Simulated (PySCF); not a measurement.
A PySCF script (with the pyscf-properties extension) for the NMR shieldings of SMILES F[Si@@H]1[C@H](SC)[C@H]2C[C@@H]1C2, C₆H₁₁FSSi, on a GFN2-xTB geometry:

```python
import basis_set_exchange as bse
import numpy as np
from pyscf import gto, dft
from pyscf.prop import nmr

atoms = """
C     3.090343    0.048293   -0.252642
S     1.725436   -1.078842   -0.667901
C     0.319810    0.085358   -0.587621
C    -0.064234    0.463101    0.843617
C    -1.425207    1.163809    0.749533
C    -1.996288   -0.255652    0.554753
C    -0.814397   -0.739953    1.425780
Si   -1.346650   -0.670913   -1.177053
F    -1.292751   -2.256453   -1.458691
H     4.007915   -0.516005   -0.382142
H     3.078907    0.899342   -0.928473
H     3.004475    0.377382    0.778957
H     0.625247    0.963724   -1.159363
H     0.738488    0.927407    1.416636
H    -1.560516    1.893008   -0.049023
H    -1.727387    1.603205    1.698971
H    -3.012189   -0.463157    0.877663
H    -0.392010   -1.724294    1.228098
H    -1.015556   -0.632715    2.490362
H    -1.948586   -0.075965   -2.353758
"""
names = dict.fromkeys(["C", "S", "Si", "F", "H"], "pcSseg-1")
basis = {el: gto.basis.parse(bse.get_basis(n, elements=[el], fmt="nwchem")) for el, n in names.items()}
mol = gto.M(atom=atoms, basis=basis, charge=0, verbose=0)
mf = dft.RKS(mol, xc="PBE0")
mf.grids.level = 2
mf.grids.alignment = dft.numint.BLKSIZE   # the property module wants whole blocks of grid points
mf.conv_tol = 1e-9
mf.kernel()

calc = nmr.RKS(mf)   # GIAO
C = mf.mo_coeff
Co = C[:, mf.mo_occ > 0]
resp = mf.gen_response(singlet=True, hermi=2)
def vind(x):   # induced exchange potential for any number of trial vectors
    d = np.einsum("pi,xij,qj->xpq", C, 2 * x.reshape(-1, C.shape[1], Co.shape[1]), Co, optimize=True)
    return np.einsum("xpq,pi,qj->xij", resp(d - d.transpose(0, 2, 1)), C, Co, optimize=True).ravel()
mo1, _ = nmr.rhf.solve_mo1(calc, with_cphf=vind)
sigma = calc.kernel(mo1)
for i, s in enumerate(sigma):   # ppm
    w = np.linalg.eigvalsh((s + s.T) / 2)
    print("%2d %-2s iso %8.1f  s11 %8.1f  s22 %8.1f  s33 %8.1f" % (i, mol.atom_pure_symbol(i), w.mean(), *w))
```

Problem. What does it print?

Solution. 
```
 0 C  iso    164.2  s11    141.8  s22    163.3  s33    187.5
 1 S  iso    540.9  s11    425.3  s22    462.0  s33    735.2
 2 C  iso    141.7  s11    126.5  s22    136.0  s33    162.8
 3 C  iso    146.8  s11    135.3  s22    150.9  s33    154.2
 4 C  iso    155.3  s11    141.1  s22    158.1  s33    166.7
 5 C  iso    158.0  s11    132.6  s22    168.2  s33    173.1
 6 C  iso    152.0  s11    137.4  s22    155.6  s33    163.1
 7 Si iso    339.0  s11    302.4  s22    316.7  s33    397.8
 8 F  iso    382.5  s11    366.3  s22    376.1  s33    405.2
 9 H  iso     29.8  s11     24.5  s22     26.2  s33     38.6
10 H  iso     29.8  s11     25.1  s22     27.5  s33     36.9
11 H  iso     29.2  s11     23.1  s22     28.7  s33     36.0
12 H  iso     29.6  s11     24.3  s22     29.8  s33     34.6
13 H  iso     29.4  s11     22.6  s22     29.7  s33     35.8
14 H  iso     31.0  s11     26.2  s22     28.1  s33     38.8
15 H  iso     29.6  s11     26.0  s22     26.7  s33     36.1
16 H  iso     29.8  s11     25.3  s22     26.3  s33     38.0
17 H  iso     29.6  s11     25.1  s22     28.5  s33     35.3
18 H  iso     29.5  s11     25.9  s22     27.1  s33     35.5
19 H  iso     26.4  s11     22.2  s22     24.5  s33     32.5
```

These numbers come from an equivalent density-fitted implementation of the same equations, which agrees with the script to about 0.01 ppm for H and up to a few tenths of a ppm for heavy atoms, so last digits may differ.

Problem. Turn these shieldings into chemical shifts. Scale: $^{13}$C (σref 186.93), $^{29}$Si (σref 349.16), $^{1}$H (σref 31.72) vs TMS; $^{33}$S (σref 503.73) against CS2; $^{19}$F (σref 170.95) vs CFCl3 (reference shieldings calculated alike).

Solution. Averaging equivalent atoms: C 2: 45.2; C 3: 40.1; C 6: 34.9; C 4: 31.6; C 5: 29.0; C 0: 22.7; S 1: -37; Si 7: 10.2; F 8: -211.6; H 19: 5.32; H 13: 2.36; H 18: 2.21; H 12: 2.16; H 9/10/11: 2.11; H 17: 2.10; H 15: 2.09; H 16: 1.87; H 14: 0.70 ppm. Unscaled 19F shifts against computed CFCl3 carry errors that often reach 10 to 50 ppm.

Size and cost of the density-fitted run: 222 basis functions, 96 s wall time on 1 thread of an Intel Xeon, shared host; peak memory 1 GiB.
